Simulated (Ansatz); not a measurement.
C4H4F6OS (`CS(=O)C(C(F)(F)F)C(F)(F)F`) at its PBE0-D4/def2-TZVP geometry, where that method's forces vanish. The species carries charge 0 and has multiplicity 1.

```csv
atom,x (Å),y (Å),z (Å)
C1,0.7121,2.0451,-0.7148
S2,0.4854,1.1040,0.8001
O3,1.8370,0.8607,1.3274
C4,-0.0881,-0.4727,-0.0516
C5,-1.6066,-0.4719,-0.1671
F6,-2.0375,0.7246,-0.6016
F7,-2.0326,-1.3775,-1.0459
F8,-2.2013,-0.7093,0.9970
C9,0.4466,-1.6887,0.7037
F10,1.7441,-1.8391,0.4666
F11,-0.1670,-2.8065,0.2961
F12,0.2622,-1.5871,2.0166
H13,1.4887,1.5631,-1.3103
H14,1.0522,3.0308,-0.3958
H15,-0.2253,2.1324,-1.2620
H16,0.3301,-0.5078,-1.0583
```

Problem. For each bond, give half the difference of the two atoms' forces along it (eV/Å; positive pushes the atoms apart) under PBE-D4, r2SCAN-D4, B3LYP-D4, ωB97M-V in def2-TZVPP. (Estimate.)

Solution. Computed: 
```
  bond  length (Å)  PBE-D4  r2SCAN-D4  B3LYP-D4  ωB97M-V
 C1–S2       1.798    0.15       0.17      0.24     0.07
C1–H13       1.091    0.09      -0.03     -0.07    -0.06
C1–H14       1.090    0.09      -0.05     -0.10    -0.06
C1–H15       1.089    0.06      -0.06     -0.09    -0.05
 S2–O3       1.471    0.90       0.33      0.28     0.13
 S2–C4       1.882    0.17       0.17      0.21    -0.09
 C4–C5       1.523   -0.35      -0.22     -0.13    -0.04
 C4–C9       1.528   -0.30      -0.19     -0.13    -0.06
C4–H16       1.091    0.05      -0.08     -0.17    -0.09
 C5–F6       1.344    0.61       0.30      0.29     0.18
 C5–F7       1.332    0.62       0.28      0.26     0.14
 C5–F8       1.329    0.61       0.27      0.29     0.18
C9–F10       1.327    0.61       0.28      0.27     0.17
C9–F12       1.330    0.61       0.26      0.29     0.18
```

B3LYP here is the variant with VWN-RPA as its local correlation; programs differ in this.
